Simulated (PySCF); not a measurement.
# Where the electron goes

C₆H₈N₂.
Atom-mapped SMILES: `[H]/[N:8]=[C:7]1\[C@@H:3]([C:2]#[N:1])[CH2:4][CH2:5][CH2:6]1` (hydrogens: H9 on C3; H10, H11 on C4; H12, H13 on C5; H14, H15 on C6; H16 on N8)

Computed, not measured: TDDFT PBE0/def2-SVPD, vertical, gas phase, core orbitals frozen in the response (PySCF). Geometry: GFN2-xTB, one conformer, isolated molecule.

Frontier orbitals with the atoms that hold most of them (Löwdin shares over 4%, at most four atoms; ? is withheld):

```json
{"orbital": "HOMO-3", "ε (eV)": "-9.78", "atoms": "N1 35%, C2 26%, N8 8%, C4 7%"}
{"orbital": "HOMO-2", "ε (eV)": "-9.55", "atoms": "N1 41%, C2 29%, C3 10%, C4 6%"}
{"orbital": "HOMO-1", "ε (eV)": "-9.09", "atoms": "?"}
{"orbital": "HOMO", "ε (eV)": "?", "atoms": "?"}
{"orbital": "LUMO", "ε (eV)": "-0.84", "atoms": "C7 30%, N8 27%, C3 8%, C6 6%"}
{"orbital": "LUMO+1", "ε (eV)": "0.22", "atoms": "C4 13%, C2 12%, N1 11%, H10 10%"}
{"orbital": "LUMO+2", "ε (eV)": "0.70", "atoms": "C2 21%, N1 18%, H16 15%, C3 9%"}
```

Problem. Give the leading atoms of the HOMO.

Solution. N8 (bonded to C and H) 54%; C7 (bonded to 2 C and N) 12%; C3 (bonded to 3 C and H) 9%; H16 (bonded to N) 8%. By element: nitrogen 54% or more, carbon 21% or more, hydrogen 8% or more.

Problem. Give the leading atoms of the HOMO-1.

Solution. N8 (bonded to C and H) 40%; C7 (bonded to 2 C and N) 21%; C6 (bonded to 2 C and 2 H) 10%; H15 (bonded to C) 6%. By element: nitrogen 40% or more, carbon 31% or more, hydrogen 6% or more.

Problem. What is the HOMO energy, and the HOMO–LUMO gap?

Solution. ε(HOMO) = -7.67 eV; the gap is 6.83 eV (0.2511 hartree).

Problem. The HOMO–LUMO gap is 6.83 eV. Where does the response calculation put the lowest singlet, and from which orbitals?

Solution. S1 is at 4.98 eV (f = 0.0006), 1.86 eV below the gap, made of HOMO→LUMO (97%). Without the coupling terms of the response equations the lowest excitation would equal the gap.

Problem. One configuration dominates each of S1 and S2. Which, and how do the shares of the two leading atoms of either orbital change from the occupied to the empty one?

Solution. 
- S1 (4.98 eV, f 0.0006), HOMO→LUMO (97%): N8 54% → 27%, C7 12% → 30%
- S2 (6.77 eV, f 0.0078), HOMO→LUMO+1 (92%): N8 54% → at most 11%, C7 12% → at most 11%, C4 at most 8% → 13%, C2 at most 8% → 12%

On one thread, Arm Neoverse N1, shared host, this took 81 s wall.
